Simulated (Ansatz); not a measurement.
`CNCNC` and `CNCS[SiH3]` differ in one atom or group.

Ansatz, PBE0-D4/def2-TZVP geometries, multiplicity 1. Each molecule was computed in one conformer, which needn't be the lowest.

```csv
property,`CNCNC`
LUMO energy (B3LYP/def2-TZVPP) / eV,0.71
size of the dipole moment (ωB97M-V/def2-TZVPP) / D,1.32
LUMO energy (ωB97M-V/def2-TZVPP) / eV,2.45
HOMO–LUMO gap (PBE/def2-TZVPP) / eV,5.18
HOMO energy (B3LYP/def2-TZVPP) / eV,-6.15
HOMO energy (PBE0/def2-TZVPP) / eV,-6.37
```

(1) Give the same properties after the change, and the shifts. (An estimate is asked.)

Answers

(1) Ansatz gave: 
```json
{"property": "LUMO energy (B3LYP/def2-TZVPP) / eV", "`CNCS[SiH3]`": "0.01", "shift": "-0.70"}
{"property": "size of the dipole moment (ωB97M-V/def2-TZVPP) / D", "`CNCS[SiH3]`": "1.00", "shift": "-0.32"}
{"property": "LUMO energy (ωB97M-V/def2-TZVPP) / eV", "`CNCS[SiH3]`": "1.93", "shift": "-0.52"}
{"property": "HOMO–LUMO gap (PBE/def2-TZVPP) / eV", "`CNCS[SiH3]`": "4.80", "shift": "-0.38"}
{"property": "HOMO energy (B3LYP/def2-TZVPP) / eV", "`CNCS[SiH3]`": "-6.48", "shift": "-0.33"}
{"property": "HOMO energy (PBE0/def2-TZVPP) / eV", "`CNCS[SiH3]`": "-6.71", "shift": "-0.34"}
```

With PBE0 the HOMO falls by 0.34 eV and the LUMO falls by 0.83 eV, so the gap narrows by about 0.49 eV. PBE moves the HOMO by -0.50 eV and ωB97M-V by -0.18 eV. Dipoles are sizes alone; their direction can turn.

B3LYP here is the variant with VWN-RPA as its local correlation; programs differ in this.
